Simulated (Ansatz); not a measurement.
Ansatz (an electronic-structure program) input:
A basis named .json is the Basis Set Exchange file of that set.

Ansatz 0.2 input:
```yaml
crystal:
  periodic: [false, false, false]
  atoms:
    - {symbol: In, position_ang: [-0.07556240, -0.06236457, 0.15496880]}
    - {symbol: O, position_ang: [1.25485161, -0.15143501, -1.41310123]}
    - {symbol: H, position_ang: [1.93426997, 0.54370442, -1.48875941]}
    - {symbol: O, position_ang: [-0.38649392, -1.06448346, 1.76070988]}
    - {symbol: H, position_ang: [-1.17497609, -0.79778022, 2.25905170]}
    - {symbol: O, position_ang: [-0.40525779, 1.47354529, -1.14066118]}
    - {symbol: H, position_ang: [-0.76153521, 1.24892536, -2.01934323]}
basis:
  gaussian:
    orbitals: def2-QZVPPD.json
    fitting: {mean_field: def2-universal-jkfit, correlation: def2-QZVPPD-RIFIT.json}
total_charge: 1
magnetization: {spin_polarized: true, initial_magnetization: 1}
correlation: {method: mp2, electrons: outside_noble_gas}
```

Q: Predict the final energy.

A: -416.18360 Eh (RI-MP2/def2-QZVPPD). The basis has 385 functions.
